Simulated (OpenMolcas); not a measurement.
What dynamic correlation does to the levels of Nd III

```json
{
 "Program": "OpenMolcas",
 "Basis": "ANO-R3 [9s8p5d5f3g1h]",
 "Scalar Hamiltonian": "X2C, finite nucleus",
 "Active space": "4 electrons in 7 orbitals (4f)",
 "State averaging": "2S+1 = 5 even, 35 roots (30 in the spin-orbit step); 2S+1 = 3 even, 210 roots (60 in the spin-orbit step); 2S+1 = 1 even, 196 roots (0 in the spin-orbit step)",
 "Spin-orbit coupling": "state interaction with AMFI integrals over the reference wave functions, term energies averaged over their components"
}
```

Methods on the same reference wave functions:
A. CASSCF
B. SS-CASPT2, IPEA 0.25 Eh, imaginary shift 0.1 Eh (closed shells correlated: 5s 5p)

Energies in cm-1 above 4f4 5I4, the measured ground level; measured values from Ding et al., The Spectrum and Energy Levels of the Low-lying Configurations of Nd III (preprint, 2023).

```json
{"Level": "4f4 5I4", "A": "0.0", "B": "0.0", "Measured": "0.0"}
{"Level": "4f4 5I5", "A": "1200", "B": "1262", "Measured": "1138"}
{"Level": "4f4 5I6", "A": "2550", "B": "2650", "Measured": "2388"}
{"Level": "4f4 5I7", "A": "4003", "B": "4080", "Measured": "3715"}
{"Level": "4f4 5I8", "A": "5515", "B": "5520", "Measured": "5093"}
{"Level": "4f4 5F1", "A": "14466", "B": "10380", "Measured": ""}
{"Level": "4f4 5F2", "A": "15019", "B": "10970", "Measured": "10774"}
{"Level": "4f4 5F3", "A": "15791", "B": "11800", "Measured": "11425"}
{"Level": "4f4 5S2", "A": "16182", "B": "12290", "Measured": ""}
{"Level": "4f4 5F4", "A": "16655", "B": "12620", "Measured": "12181"}
{"Level": "4f4 5F5", "A": "17524", "B": "13410", "Measured": "13210"}
{"Level": "4f4 3K6", "A": "17607", "B": "13210", "Measured": "14064"}
{"Level": "4f4 3K7", "A": "18729", "B": "14420", "Measured": "15154"}
```

Deviations, from unrounded energies. A percentage is the sum of absolute deviations over the sum of measured energies, with the sign that they share, or ± where signs differ.

```
                        Against measurement  Levels      A     B
             mean absolute deviation (cm-1)      10   2500   400
      fine structure of the ground term (%)       4   +7.6  +9.6
other terms of the ground configuration (%)       6  +31.9  ±3.7
```

B lies closest to measurement on these levels. The largest miss of B in the table is 4f4 3K6, by -860 cm-1. The ranking rests on the paired levels alone, and a cruder setting can come out closer through cancelling errors.

From A to B the spin-free energies of the other terms of 4f4 shown, above 5I, scale by factors of 0.70 to 0.71.

The lowest spin-free term lies below A's lowest term by 0.398 hartree in B.

CASPT2 does not keep the components of a term degenerate, so their means are used; among the terms shown or strongly mixed into the levels shown the widest spread is 950 cm-1 (4f4 5I, B). High states are left out of the spin-orbit mixing, which shifts the levels that they would mix with. Without dynamic correlation excited terms often stand tens of per cent too high (terms of higher spin than the ground term too low), and those without a measured partner can miss by more than the paired ones (holds for A). The CASPT2 spread within a term exceeds the gap to the next term for 4f4 5F and 4f4 5S, so the order of their levels is uncertain, and so are names and mixing where such terms share a J (holds for B). Measured partners are found by configuration, term and J. A level has none where our copy of the source lacks it or the pairing is in doubt (some pairs that miss far off the trend of their configuration count as doubtful), and it then counts in no deviation. Only configurations of the active space appear. Levels that lie high or do not pair safely by name in every column are left out.
